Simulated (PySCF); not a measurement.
Isomers of C6H9FSi, mass 128.046 u with the commonest isotopes. Computed with B3LYP/def2-SVPD in PySCF (dipole) on a GFN2-xTB geometry, gas phase. One conformer each, none proved a minimum here; rigid rotors.

**Question.** Order these by radius of gyration √(Σ m r²/M), smallest first.
A. `[CH:1]#[C:2][C@@H:3]1[CH2:4][SiH2:5][C@@H:6]([F:7])[CH2:8]1` with C2–C3–C4–Si5 -162°, C3–C4–Si5–C6 16°, C4–Si5–C6–F7 -106°, Si5–C6–C8–C3 -36°
B. `[CH:1]#[C:2][C@@H:3]1[CH2:4][SiH2:5][C@H:6]([F:7])[CH2:8]1` with C2–C3–C4–Si5 -162°, C3–C4–Si5–C6 15°, C4–Si5–C6–F7 132°, Si5–C6–C8–C3 -37°
C. `[CH3:1][C:2]#[C:3][Si@H:4]1[CH2:5][C@@H:6]([F:7])[CH2:8]1` with C3–Si4–C5–C6 124°, Si4–C5–C6–F7 -135°, C5–C6–C8–Si4 14°, C3–Si4–C8–C6 -124°
D. `[CH:1]#[C:2][C@@H:3]([CH3:4])[C@H:5]1[CH2:6][Si@@H:7]1[F:8]` with C2–C3–C5–C6 78°

**Answer.** A (2.117 Å), B (2.165 Å), D (2.289 Å), C (2.475 Å).

**Question.** Order these by dipole moment, largest first.
A. `[CH3:1][C:2]#[C:3][Si@H:4]1[CH2:5][C@@H:6]([F:7])[CH2:8]1` with C3–Si4–C5–C6 124°, Si4–C5–C6–F7 -135°, C5–C6–C8–Si4 14°, C3–Si4–C8–C6 -124°
B. `[CH:1]#[C:2][C@@H:3]1[CH2:4][SiH2:5][C@H:6]([F:7])[CH2:8]1` with C2–C3–C4–Si5 -162°, C3–C4–Si5–C6 15°, C4–Si5–C6–F7 132°, Si5–C6–C8–C3 -37°
C. `[CH:1]#[C:2][Si@:3]1([CH3:4])[CH2:5][C@H:6]([F:7])[CH2:8]1` with C2–Si3–C5–C6 -121°, Si3–C5–C6–F7 131°, C5–C6–C8–Si3 -11°, C2–Si3–C8–C6 121°
D. `[CH:1]#[C:2][C@@H:3]([CH3:4])[C@H:5]1[CH2:6][Si@@H:7]1[F:8]` with C2–C3–C5–C6 78°

**Answer.** A (2.65 D), C (2.48 D), B (1.77 D), D (1.25 D).

**Question.** Order these by rotational constant B, largest first.
A. `[CH3:1][C:2]#[C:3][Si@H:4]1[CH2:5][C@@H:6]([F:7])[CH2:8]1` with C3–Si4–C5–C6 124°, Si4–C5–C6–F7 -135°, C5–C6–C8–Si4 14°, C3–Si4–C8–C6 -124°
B. `[CH:1]#[C:2][C@@H:3]1[CH2:4][SiH2:5][C@@H:6]([F:7])[CH2:8]1` with C2–C3–C4–Si5 -162°, C3–C4–Si5–C6 16°, C4–Si5–C6–F7 -106°, Si5–C6–C8–C3 -36°
C. `[CH3:1][CH2:2][Si@@H:3]1[CH:4]=[CH:5][CH:6]=[C:7]1[F:8]` with C1–C2–Si3–C4 -75°
D. `[CH:1]#[C:2][C@@H:3]([CH3:4])[C@H:5]1[CH2:6][Si@@H:7]1[F:8]` with C2–C3–C5–C6 78°
E. `[CH:1]#[C:2][C@@H:3]1[CH2:4][SiH2:5][C@H:6]([F:7])[CH2:8]1` with C2–C3–C4–Si5 -162°, C3–C4–Si5–C6 15°, C4–Si5–C6–F7 132°, Si5–C6–C8–C3 -37°
F. `[CH:1]#[C:2][Si@:3]1([CH3:4])[CH2:5][C@H:6]([F:7])[CH2:8]1` with C2–Si3–C5–C6 -121°, Si3–C5–C6–F7 131°, C5–C6–C8–Si3 -11°, C2–Si3–C8–C6 121°

**Answer.** C (1255 MHz), B (1157 MHz), F (1131 MHz), E (1105 MHz), D (903.7 MHz), A (721.0 MHz).

| SMILES | point group | Ia (u·Å²) | Ib (u·Å²) | Ic (u·Å²) | κ | μa (D) | μb (D) | μc (D) |
| --- | --- | --- | --- | --- | --- | --- | --- | --- |
| C#C[C@@H](C)[C@H]1C[Si@@H]1F | C1 | 139.85 | 559.21 | 642.83 | -0.92 | 0.62 | 0.31 | 1.04 |
| C#C[C@@H]1C[SiH2][C@H](F)C1 | C1 | 162.22 | 457.21 | 581.07 | -0.79 | 0.95 | 1.23 | 0.83 |
| C#C[C@@H]1C[SiH2][C@@H](F)C1 | C1 | 165.47 | 436.65 | 545.76 | -0.78 | 0.35 | 1.19 | 1.13 |
| C#C[Si@]1(C)C[C@H](F)C1 | Cs | 201.30 | 446.77 | 551.29 | -0.73 | 1.92 | 1.57 | 0.01 |
| CC#C[Si@H]1C[C@@H](F)C1 | near Cs | 131.53 | 700.91 | 736.25 | -0.98 | 2.49 | 0.92 | 0.00 |
| CC[Si@@H]1C=CC=C1F | C1 | 193.38 | 402.74 | 547.78 | -0.61 | 1.24 | 1.10 | 0.41 |
